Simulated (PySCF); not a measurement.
Isomers of C8H7FSi, from PBE0-D3(BJ)/def2-SVP geometry optimisation, gas phase (PySCF). One conformer each, no zero-point energy, no frequencies.

**Question.** Which is lower in electronic energy at this level?
A. `Fc1cccc2c1C=C[SiH2]2`: A = 1966, B = 1061, C = 694.7 MHz, dipole 0.89 D
B. `FC1=Cc2ccccc2[SiH2]1`: A = 2670, B = 825.6, C = 635.3 MHz, dipole 1.55 D

**Answer.** A. That is `Fc1cccc2c1C=C[SiH2]2`, 4.2 kcal/mol below the other.

```csv
SMILES,mapped SMILES,E (Eh),relative (kcal/mol),relative (kJ/mol),dipole (D)
Fc1cccc2c1C=C[SiH2]2,[F:1][c:2]1[cH:3][cH:4][cH:5][c:6]2[c:7]1[CH:8]=[CH:9][SiH2:10]2,-697.43345,0.0,0.0,0.89
FC1=Cc2ccccc2[SiH2]1,[F:1][C:2]1=[CH:3][c:4]2[cH:5][cH:6][cH:7][cH:8][c:9]2[SiH2:10]1,-697.42668,4.2,17.8,1.55
```
